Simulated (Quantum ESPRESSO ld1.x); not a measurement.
The mean radii <r> (bohr) of the occupied orbitals of an atom or ion are listed with their occupations. All-electron calculation, Dirac Kohn-Sham, exchange-only B88, spin-unpolarised, spherical densities, point nucleus. Program: ld1.x of Quantum ESPRESSO 7.5.

| orbital | occ. | <r> |
|---|---|---|
| 1s1/2 | 2 | 0.1202 |
| 2s1/2 | 2 | 0.6254 |
| 2p1/2 | 2 | 0.5998 |
| 2p3/2 | 4 | 0.6020 |
| 3s1/2 | 1 | 2.216 |

Name the element and its charge. Open shells, if any, are shared by 2j + 1.

Answer. Z = 13, aluminium, charge +2: Al2+ in [Ne] 3s1. The 1s radius gives Z: for a bare nucleus <r> = (2 gamma + 1)/(2Z) with gamma = sqrt(1 - (Z/c)^2), 0.115 bohr for Z = 13, and screening makes it slightly larger (0.1202 here). The occupations add up to 11, and the charge is Z minus that.
